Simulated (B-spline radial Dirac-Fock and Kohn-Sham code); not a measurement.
**Binding energies of Xe⁵⁺**

System: the Xe⁵⁺ ion, [Kr] 4d10 5s2 5p1; nuclear rms radius 4.7859 fm (A = 132).

Input of the calculation (task.json; shells as n, l, electrons):

```json
{"items": [{
  "Z": 54,
  "q": 5,
  "cfg": [[1, 0, 2], [2, 0, 2], [2, 1, 6], [3, 0, 2], [3, 1, 6], [3, 2, 10], [4, 0, 2], [4, 1, 6], [4, 2, 10], [5, 0, 2], [5, 1, 1]],
  "A": 132,
  "rrms": 4.7859,
  "do": ["binding"]
}]}
```

Run with: `python xray_run.py task.json out`

These are calculated numbers from a B-spline atomic structure program; the model is Dirac-Fock energy differences between relaxed states, corrected for Breit and QED terms. Electron correlation is not included. Energies are counted from the vacuum level.

All terms are in eV, carry their sign (relaxation lowers the binding energy) and add up to the binding energy; ⟨r⟩ is the mean radius of the orbital in the initial state.

| subshell | −ε (Koopmans) | relaxation | Gaunt | retardation | self-energy | vacuum polarisation | binding energy | ⟨r⟩ (bohr) |
| --- | --- | --- | --- | --- | --- | --- | --- | --- |
| K (1s) | 34818.7 | -65.19 | -88.98 | 7.27 | -48.52 | 6.82 | 34630.1 | 0.027 |
| L1 (2s) | 5571.5 | -33.75 | -8.34 | 0.50 | -6.09 | 0.79 | 5524.6 | 0.114 |
| L2 (2p1/2) | 5223.6 | -37.41 | -14.86 | 1.66 | 0.38 | -0.02 | 5173.3 | 0.096 |
| L3 (2p3/2) | 4897.7 | -35.99 | -10.63 | 2.00 | -0.18 | -0.04 | 4852.8 | 0.102 |
| M1 (3s) | 1232.0 | -13.37 | -1.20 | 0.04 | -1.25 | 0.16 | 1216.4 | 0.305 |
| M2 (3p1/2) | 1086.3 | -13.95 | -2.31 | 0.24 | 0.08 | -0.01 | 1070.4 | 0.295 |
| M3 (3p3/2) | 1022.8 | -13.38 | -1.51 | 0.31 | -0.02 | -0.01 | 1008.2 | 0.307 |
| M4 (3d3/2) | 769.8 | -15.03 | -0.71 | 0.04 | 0.12 | -0.01 | 754.2 | 0.278 |
| M5 (3d5/2) | 756.6 | -14.79 | -0.36 | 0.04 | 0.08 | -0.01 | 741.5 | 0.281 |
| N1 (4s) | 290.1 | -3.46 | -0.20 | 0.01 | -0.26 | 0.03 | 286.2 | 0.716 |
| N2 (4p1/2) | 236.1 | -3.31 | -0.39 | 0.04 | 0.03 | 0.00 | 232.4 | 0.747 |
| N3 (4p3/2) | 223.2 | -3.09 | -0.23 | 0.06 | 0.01 | 0.00 | 220.0 | 0.772 |
| N4 (4d3/2) | 134.1 | -2.64 | -0.04 | 0.00 | 0.03 | 0.00 | 131.5 | 0.859 |
| N5 (4d5/2) | 132.0 | -2.56 | 0.02 | 0.00 | 0.02 | 0.00 | 129.5 | 0.869 |
| O1 (5s) | 78.17 | -0.30 | -0.03 | 0.00 | -0.04 | 0.01 | 77.80 | 1.698 |
| O2,3 (5p) | 64.65 | -0.19 | -0.05 | 0.01 | 0.00 | 0.00 | 64.43 | 1.916 |

For the deepest level, K (1s), the Breit terms make up -0.236 % of the binding energy, QED -0.120 % and orbital relaxation -0.188 %.

Going to the tabulated ground configuration of the next ion removes an electron from O2,3 (5p), computed at 64.43 eV. NIST lists 66.703 ± 0.007 eV as the ionisation energy of this species (measured), +2.28 eV from the computed value. Where a p, d or f shell is open in either ion the computed value averages over both j values and all terms, while the table refers to the lowest levels; that difference holds spin-orbit splitting (largest in heavy or highly charged ions), term energies where several electrons share open shells, and correlation, and it can reach 10 % or more.
